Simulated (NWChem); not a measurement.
Species: AlPH₄; SMILES [AlH2][PH2]

```xyz
6

Al     0.1005     1.2979    -0.0231
H     -1.2142     1.9876     0.5453
H      1.3047     2.1667    -0.5907
P      0.1642    -1.0281    -0.2470
H     -0.4012    -1.3363     1.0229
H      1.5195    -1.1990     0.1551
```
Atoms are numbered in this order, from 1.

The geometry was optimised at B3LYP/6-31G* (spherical d).

Problem. Give the principal values of the shielding tensors (ppm) of Al1, P4 from PBE0/pcSseg-1, GIAO (NWChem), with their diamagnetic and paramagnetic parts as GIAO splits them.

Solution. 
```csv
atom,σ11,σ22,σ33,isotropic,diamagnetic,paramagnetic
Al1,115.3,240.0,394.0,249.7,794.7,-545.0
P4,550.0,550.9,629.8,576.9,968.1,-391.2
```
